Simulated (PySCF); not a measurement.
Geometries of 2 isomers of C4H9FGe, from PBE0-D3(BJ)/def2-SVP geometry optimisation, gas phase (PySCF 2.14.0). One conformer each, no zero-point energy, no frequencies.

Question: Which is lower in electronic energy at this level?
A.
```xyz
15
angstrom
F     -0.002   -0.822   -1.979
C      0.206   -1.039   -0.623
C      1.045    0.117   -0.091
C      0.244    1.422   -0.184
Ge    -1.612    0.855    0.176
C     -1.153   -1.063    0.061
H      0.740   -2.001   -0.529
H      1.306   -0.106    0.958
H      1.992    0.171   -0.651
H      0.606    2.190    0.513
H      0.299    1.840   -1.201
H     -2.116    1.247    1.580
H     -2.628    1.330   -0.877
H     -1.863   -1.679   -0.507
H     -1.066   -1.484    1.074
```
B.
```xyz
15
angstrom
C      2.186    0.216    0.123
Ge     0.529   -0.075   -0.852
C     -0.785   -1.281    0.025
C     -1.417   -0.033    0.656
F     -0.778    0.207    1.865
C     -1.005    1.073   -0.324
H      2.841   -0.664    0.046
H      2.727    1.091   -0.267
H      1.940    0.387    1.180
H      0.772   -0.277   -2.364
H     -0.491   -2.049    0.754
H     -1.452   -1.731   -0.728
H     -2.498   -0.102    0.879
H     -1.722    1.169   -1.153
H     -0.867    2.054    0.152
```

Answer: A. That is `F[C@H]1C[CH2][GeH2][CH2]1`, 13.3 kcal/mol below the other.

| SMILES | atoms numbered as above | E (Eh) | relative (kcal/mol) | relative (kJ/mol) | dipole (D) |
| --- | --- | --- | --- | --- | --- |
| F[C@H]1C[CH2][GeH2][CH2]1 | [F:1][C@H:2]1[CH2:3][CH2:4][GeH2:5][CH2:6]1 | -2333.70210 | 0.0 | 0.0 | 1.64 |
| [CH3][Ge@H]1[CH2][C@@H](F)[CH2]1 | [CH3:1][Ge@H:2]1[CH2:3][C@@H:4]([F:5])[CH2:6]1 | -2333.68085 | 13.3 | 55.8 | 1.23 |

As drawn, the higher has a four-membered ring, which the lower lacks.
